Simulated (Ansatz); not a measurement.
Ansatz (a program for electronic structure) input (B3LYP-D3(BJ)/def2-TZVP):

Ansatz 0.2 input:
```yaml
crystal:
  periodic: [false, false, false]
  atoms:
    - {symbol: Si, position_ang: [-0.31909281, 0.68633664, 0.02376813]}
    - {symbol: O, position_ang: [-0.99851685, -0.59119524, 0.76165088]}
    - {symbol: C, position_ang: [-1.62083644, -1.68792634, 0.14621109]}
    - {symbol: O, position_ang: [1.07917801, 0.43078071, -0.76153184]}
    - {symbol: C, position_ang: [2.33397736, 0.17610321, -0.18800428]}
    - {symbol: O, position_ang: [-0.02978403, 1.74734937, 1.22069075]}
    - {symbol: O, position_ang: [-1.34883835, 1.20206981, -1.12309086]}
    - {symbol: H, position_ang: [-2.06156598, -2.29951277, 0.93409970]}
    - {symbol: H, position_ang: [-0.89480580, -2.28064013, -0.41443450]}
    - {symbol: H, position_ang: [-2.39983705, -1.34808461, -0.53755816]}
    - {symbol: H, position_ang: [2.58187803, 0.94720776, 0.54250893]}
    - {symbol: H, position_ang: [2.34159665, -0.79581383, 0.31008195]}
    - {symbol: H, position_ang: [3.06949180, 0.17976433, -0.99300218]}
    - {symbol: H, position_ang: [-0.68778380, 1.86718011, 1.89946394]}
    - {symbol: H, position_ang: [-1.03237358, 1.80745065, -1.78798695]}
basis:
  gaussian:
    orbitals: def2-TZVP
hamiltonian:
  xc: b3lyp
  dispersion: d3bj
relax: {f_tol: 0.002, max_steps: 150}
```

Output:

```
Functional definition: B3LYP
integrals: 0.25 GiB planned
1577 factors; their error is unknown
mean field: 2.03 GiB planned
mean field evaluation 1: about -18262.7066 eV, gradient 1.0e2 eV
mean field evaluation 2: about -18241.7759 eV, gradient 1.5e2 eV
mean field evaluation 4: about -18280.7173 eV, gradient 5.8e0 eV
mean field evaluation 8: about -18280.8000 eV, gradient 4.8e-1 eV
mean field evaluation 16: about -18280.8003 eV, gradient 2.9e-5 eV
mean field -18280.80028397 eV, -671.8070192644 hartree, gradient 2.9e-5 eV, S^2 0.000000; 0 other end points of the search recorded, 0 dependent functions left out
the calculation of the forces begins
reference -18280.80059900 eV, -671.8070308414 hartree; 33, 33 occupied and 238, 238 virtual orbitals, 1577 factors
relax step   1: F+E_penalty+E_count = -18281.32565841 eV  Δ(F+E_penalty+E_count) = +0.000e0 eV  max|allowed force component| = 5.068e-1 eV/Å  Δτ_max = 0.0000 Å  (29 SCF iters, accepted)
these checks for a lower state are left out or cut short: starts, cluster_reference, orbital_swaps, neighbouring_geometries, increment
integrals: 0.25 GiB planned
1577 factors; their error is unknown
mean field: 2.02 GiB planned
mean field -18280.82879930 eV, -671.8080671835 hartree, gradient 2.5e-5 eV, S^2 0.000000; 0 other end points of the search recorded, 0 dependent functions left out
the calculation of the forces begins
reference -18280.82911472 eV, -671.8080787748 hartree; 33, 33 occupied and 238, 238 virtual orbitals, 1577 factors
relax step   2: F+E_penalty+E_count = -18281.35241256 eV  Δ(F+E_penalty+E_count) = -2.675e-2 eV  max|allowed force component| = 2.836e-1 eV/Å  Δτ_max = 0.0307 Å  (30 SCF iters, accepted)
these checks for a lower state are left out or cut short: starts, cluster_reference, orbital_swaps, neighbouring_geometries, increment
integrals: 0.25 GiB planned
1577 factors; their error is unknown
mean field: 2.02 GiB planned
mean field -18280.83746093 eV, -671.8083854923 hartree, gradient 2.5e-5 eV, S^2 0.000000; 0 other end points of the search recorded, 0 dependent functions left out
the calculation of the forces begins
reference -18280.83777573 eV, -671.8083970613 hartree; 33, 33 occupied and 238, 238 virtual orbitals, 1577 factors
relax step   3: F+E_penalty+E_count = -18281.36159801 eV  Δ(F+E_penalty+E_count) = -9.185e-3 eV  max|allowed force component| = 7.189e-2 eV/Å  Δτ_max = 0.0371 Å  (31 SCF iters, accepted)
these checks for a lower state are left out or cut short: starts, cluster_reference, orbital_swaps, neighbouring_geometries, increment
integrals: 0.25 GiB planned
1577 factors; their error is unknown
mean field: 2.03 GiB planned
mean field evaluation 32: about -18280.8115 eV, gradient 1.5e0 eV
mean field -18280.83819360 eV, -671.8084124178 hartree, gradient 2.2e-5 eV, S^2 0.000000; 0 other end points of the search recorded, 0 dependent functions left out
the calculation of the forces begins
reference -18280.83850737 eV, -671.8084239483 hartree; 33, 33 occupied and 238, 238 virtual orbitals, 1577 factors
relax step   4: F+E_penalty+E_count = -18281.36407813 eV  Δ(F+E_penalty+E_count) = -2.480e-3 eV  max|allowed force component| = 3.196e-2 eV/Å  Δτ_max = 0.0218 Å  (31 SCF iters, accepted)
these checks for a lower state are left out or cut short: starts, cluster_reference, orbital_swaps, neighbouring_geometries, increment
integrals: 0.25 GiB planned
1577 factors; their error is unknown
mean field: 2.03 GiB planned
mean field -18280.83804518 eV, -671.8084069634 hartree, gradient 2.4e-5 eV, S^2 0.000000; 0 other end points of the search recorded, 0 dependent functions left out
the calculation of the forces begins
reference -18280.83835799 eV, -671.8084184590 hartree; 33, 33 occupied and 238, 238 virtual orbitals, 1577 factors
relax step   5: F+E_penalty+E_count = -18281.36497203 eV  Δ(F+E_penalty+E_count) = -8.939e-4 eV  max|allowed force component| = 2.469e-2 eV/Å  Δτ_max = 0.0239 Å  (31 SCF iters, accepted)
these checks for a lower state are left out or cut short: starts, cluster_reference, orbital_swaps, neighbouring_geometries, increment
integrals: 0.25 GiB planned
1577 factors; their error is unknown
mean field: 2.03 GiB planned
mean field -18280.83723835 eV, -671.8083773129 hartree, gradient 1.8e-5 eV, S^2 0.000000; 0 other end points of the search recorded, 0 dependent functions left out
the calculation of the forces begins
reference -18280.83755077 eV, -671.8083887939 hartree; 33, 33 occupied and 238, 238 virtual orbitals, 1577 factors
relax step   6: F+E_penalty+E_count = -18281.36540844 eV  Δ(F+E_penalty+E_count) = -4.364e-4 eV  max|allowed force component| = 7.430e-3 eV/Å  Δτ_max = 0.0180 Å  (30 SCF iters, accepted)
these checks for a lower state are left out or cut short: starts, cluster_reference, orbital_swaps, neighbouring_geometries, increment
integrals: 0.25 GiB planned
1577 factors; their error is unknown
mean field: 2.03 GiB planned
mean field -18280.83694045 eV, -671.8083663652 hartree, gradient 2.0e-5 eV, S^2 0.000000; 0 other end points of the search recorded, 0 dependent functions left out
the calculation of the forces begins
reference -18280.83725268 eV, -671.8083778395 hartree; 33, 33 occupied and 238, 238 virtual orbitals, 1577 factors
relax step   7: F+E_penalty+E_count = -18281.36548814 eV  Δ(F+E_penalty+E_count) = -7.970e-5 eV  max|allowed force component| = 3.552e-3 eV/Å  Δτ_max = 0.0104 Å  (32 SCF iters, accepted)
these checks for a lower state are left out or cut short: starts, cluster_reference, orbital_swaps, neighbouring_geometries, increment
integrals: 0.25 GiB planned
1577 factors; their error is unknown
mean field: 2.02 GiB planned
mean field evaluation 64: about -18280.8365 eV, gradient 5.6e-3 eV
mean field -18280.83647465 eV, -671.8083492474 hartree, gradient 2.0e-5 eV, S^2 0.000000; 0 other end points of the search recorded, 0 dependent functions left out
the calculation of the forces begins
reference -18280.83678667 eV, -671.8083607138 hartree; 33, 33 occupied and 238, 238 virtual orbitals, 1577 factors
relax step   8: F+E_penalty+E_count = -18281.36552105 eV  Δ(F+E_penalty+E_count) = -3.291e-5 eV  max|allowed force component| = 8.250e-3 eV/Å  Δτ_max = 0.0188 Å  (31 SCF iters, accepted)
these checks for a lower state are left out or cut short: starts, cluster_reference, orbital_swaps, neighbouring_geometries, increment
integrals: 0.25 GiB planned
1577 factors; their error is unknown
mean field: 2.01 GiB planned
mean field -18280.83642309 eV, -671.8083473525 hartree, gradient 2.0e-5 eV, S^2 0.000000; 0 other end points of the search recorded, 0 dependent functions left out
the calculation of the forces begins
reference -18280.83673507 eV, -671.8083588175 hartree; 33, 33 occupied and 238, 238 virtual orbitals, 1577 factors
relax step   9: F+E_penalty+E_count = -18281.36553355 eV  Δ(F+E_penalty+E_count) = -1.250e-5 eV  max|allowed force component| = 5.738e-3 eV/Å  Δτ_max = 0.0057 Å  (33 SCF iters, accepted)
these checks for a lower state are left out or cut short: starts, cluster_reference, orbital_swaps, neighbouring_geometries, increment
integrals: 0.25 GiB planned
1577 factors; their error is unknown
mean field: 2.02 GiB planned
mean field -18280.83651844 eV, -671.8083508566 hartree, gradient 2.0e-5 eV, S^2 0.000000; 0 other end points of the search recorded, 0 dependent functions left out
the calculation of the forces begins
reference -18280.83683048 eV, -671.8083623240 hartree; 33, 33 occupied and 238, 238 virtual orbitals, 1577 factors
relax step  10: F+E_penalty+E_count = -18281.36554690 eV  Δ(F+E_penalty+E_count) = -1.335e-5 eV  max|allowed force component| = 2.833e-3 eV/Å  Δτ_max = 0.0025 Å  (32 SCF iters, accepted)
these checks for a lower state are left out or cut short: starts, cluster_reference, orbital_swaps, neighbouring_geometries, increment
integrals: 0.25 GiB planned
1577 factors; their error is unknown
mean field: 2.02 GiB planned
mean field -18280.83653658 eV, -671.8083515234 hartree, gradient 2.1e-5 eV, S^2 0.000000; 0 other end points of the search recorded, 0 dependent functions left out
the calculation of the forces begins
reference -18280.83684868 eV, -671.8083629927 hartree; 33, 33 occupied and 238, 238 virtual orbitals, 1577 factors
relax step  11: F+E_penalty+E_count = -18281.36555574 eV  Δ(F+E_penalty+E_count) = -8.837e-6 eV  max|allowed force component| = 1.722e-3 eV/Å  Δτ_max = 0.0040 Å  (32 SCF iters, accepted)
these checks for a lower state are left out or cut short: starts, cluster_reference, orbital_swaps, neighbouring_geometries, increment
integrals: 0.25 GiB planned
1577 factors; their error is unknown
mean field: 2.02 GiB planned
mean field -18280.83647148 eV, -671.8083491309 hartree, gradient 2.0e-5 eV, S^2 0.000000; 0 other end points of the search recorded, 0 dependent functions left out
the calculation of the forces begins
reference -18280.83678361 eV, -671.8083606016 hartree; 33, 33 occupied and 238, 238 virtual orbitals, 1577 factors
relax step  12: F+E_penalty+E_count = -18281.36556132 eV  Δ(F+E_penalty+E_count) = -5.575e-6 eV  max|allowed force component| = 7.695e-4 eV/Å  Δτ_max = 0.0076 Å  (32 SCF iters, accepted)
these checks for a lower state are left out or cut short: starts, cluster_reference, orbital_swaps, neighbouring_geometries, increment
integrals: 0.25 GiB planned
1577 factors; their error is unknown
mean field: 2.01 GiB planned
mean field evaluation 96: about -18280.8157 eV, gradient 2.7e-4 eV
mean field -18280.83643726 eV, -671.8083478734 hartree, gradient 2.1e-5 eV, S^2 0.000000; 0 other end points of the search recorded, 0 dependent functions left out
the calculation of the forces begins
reference -18280.83674941 eV, -671.8083593448 hartree; 33, 33 occupied and 238, 238 virtual orbitals, 1577 factors
relax step  13: F+E_penalty+E_count = -18281.36556267 eV  Δ(F+E_penalty+E_count) = -1.351e-6 eV  max|allowed force component| = 5.599e-4 eV/Å  Δτ_max = 0.0036 Å  (33 SCF iters, accepted)
these checks for a lower state are left out or cut short: starts, cluster_reference, orbital_swaps, neighbouring_geometries, increment
integrals: 0.25 GiB planned
1577 factors; their error is unknown
mean field: 2.02 GiB planned
mean field -18280.83642928 eV, -671.8083475799 hartree, gradient 2.1e-5 eV, S^2 0.000000; 0 other end points of the search recorded, 0 dependent functions left out
the calculation of the forces begins
reference -18280.83674145 eV, -671.8083590521 hartree; 33, 33 occupied and 238, 238 virtual orbitals, 1577 factors
relax step  14: F+E_penalty+E_count = -18281.36556338 eV  Δ(F+E_penalty+E_count) = -7.085e-7 eV  max|allowed force component| = 7.185e-4 eV/Å  Δτ_max = 0.0034 Å  (32 SCF iters, accepted)
integrals: 0.25 GiB planned
1577 factors; their error is unknown
mean field: 2.02 GiB planned
mean field evaluation 128: about -18280.8364 eV, gradient 3.9e-4 eV
mean field -18280.83642928 eV, -671.8083475799 hartree, gradient 2.1e-5 eV, S^2 0.000000; 1 other end points of the search recorded, 0 dependent functions left out
the calculation of the forces begins
reference -18280.83674145 eV, -671.8083590521 hartree; 33, 33 occupied and 238, 238 virtual orbitals, 1577 factors
Total energy: -18281.36587555 eV, -671.8278043716 hartree
Atom 0 at    -0.341089     0.731583     0.024867 Å, force     0.000014     0.000054    -0.000083 eV/Å
Atom 1 at    -0.979650    -0.561467     0.782780 Å, force    -0.000202     0.000067    -0.000447 eV/Å
Atom 2 at    -1.556281    -1.677728     0.116942 Å, force    -0.000061    -0.000328     0.000718 eV/Å
Atom 3 at     1.042752     0.435991    -0.782467 Å, force    -0.000138     0.000442     0.000312 eV/Å
Atom 4 at     2.285187     0.133133    -0.160777 Å, force     0.000134    -0.000413    -0.000605 eV/Å
Atom 5 at     0.005879     1.831156     1.184492 Å, force     0.000221    -0.000075    -0.000233 eV/Å
Atom 6 at    -1.435611     1.225497    -1.085199 Å, force    -0.000100    -0.000178     0.000183 eV/Å
Atom 7 at    -1.962950    -2.346614     0.874858 Å, force    -0.000085    -0.000087    -0.000152 eV/Å
Atom 8 at    -0.803806    -2.218172    -0.463749 Å, force    -0.000258     0.000326    -0.000142 eV/Å
Atom 9 at    -2.359796    -1.362243    -0.551947 Å, force     0.000413     0.000093     0.000030 eV/Å
Atom 10 at     2.572721     0.917912     0.542094 Å, force    -0.000286    -0.000352    -0.000122 eV/Å
Atom 11 at     2.233033    -0.819271     0.373748 Å, force     0.000279     0.000516     0.000147 eV/Å
Atom 12 at     3.041056     0.057232    -0.941891 Å, force     0.000071     0.000001     0.000349 eV/Å
Atom 13 at    -0.609015     1.909047     1.917642 Å, force    -0.000138    -0.000088     0.000166 eV/Å
Atom 14 at    -1.119742     1.785017    -1.798527 Å, force     0.000136     0.000022    -0.000122 eV/Å
Dipole moment:     0.048908    -0.104238    -0.003242 e Å
```
